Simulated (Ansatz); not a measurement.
Consider the formal exchange of groups at a C–Ga bond: `O=[C](S)[GaH2]` + CH₃OH → `O=C(S)CO` + `[GaH3]`.

Isolated molecules relaxed with PBE0-D4/def2-TZVP in Ansatz; ΔE leaves out vibrations. CCSD(T)/CBS adds triple-zeta CCSD(T) − MP2 to the extrapolated MP2 energy (def2 sets, frozen cores). This one scheme is used for every species. DFT in def2-TZVPP. For Ga outer-core shells are correlated without core-valence functions, which leaves a few kJ/mol of doubt a bond. Scalar relativity is left out up to krypton. Each species was taken in one conformer, which may not be the lowest.

`O=[C](S)[GaH2]`:

```xyz
7

O     0.358    0.307   -2.059
C     0.235   -0.154   -0.960
S     0.578   -1.905   -0.685
Ga   -0.352    0.954    0.643
H     0.301   -1.885    0.628
H    -0.653    2.468    0.410
H    -0.467    0.214    2.024
```

CH₃OH:

```xyz
6

C    -0.202   -0.285    0.070
O     0.089    1.028   -0.353
H    -1.278   -0.426   -0.045
H     0.052   -0.451    1.124
H     0.307   -1.042   -0.538
H     1.032    1.176   -0.259
```

`O=C(S)CO`:

```xyz
9

O    -0.407    0.822   -1.250
C    -0.165    0.535   -0.108
S    -0.286    1.669    1.247
C     0.279   -0.859    0.277
O     0.314   -1.694   -0.831
H    -0.666    2.695    0.469
H     1.268   -0.778    0.749
H    -0.411   -1.243    1.040
H     0.073   -1.147   -1.593
```

`[GaH3]`:

Z-matrix (Å, degrees):
```
Ga
H 1 1.568
H 1 1.568 2 120.0
H 1 1.568 2 120.0 3 -179.9
```

(1) Is it downhill or uphill in electronic energy at CCSD(T)/CBS, and by how much? (Best estimate.)

(2) What do these levels give: r2SCANh-D4, r2SCAN0, BHLYP, MP2/def2-SVP, CCSD(T)/def2-TZVPP, MP2/CBS(def2)? (Best estimate.)

Largest T1 diagnostic among the species: 0.017.

## Answers

(1) Computed: Downhill: ΔE = -0.06 eV.

(2) The calculation gave: r2SCANh-D4 -0.17, r2SCAN0 -0.19, BHLYP -0.16, MP2/def2-SVP -0.28, CCSD(T)/def2-TZVPP -0.10, MP2/CBS(def2) -0.06 eV.

At CCSD(T), def2-SVP lies −0.21 eV from the extrapolated value and def2-TZVPP −0.05 eV. In def2-TZVPP, CCSD(T) changes the Hartree–Fock value by +0.10 eV (the triples alone add +0.02 eV) and MP2 by +0.09 eV.
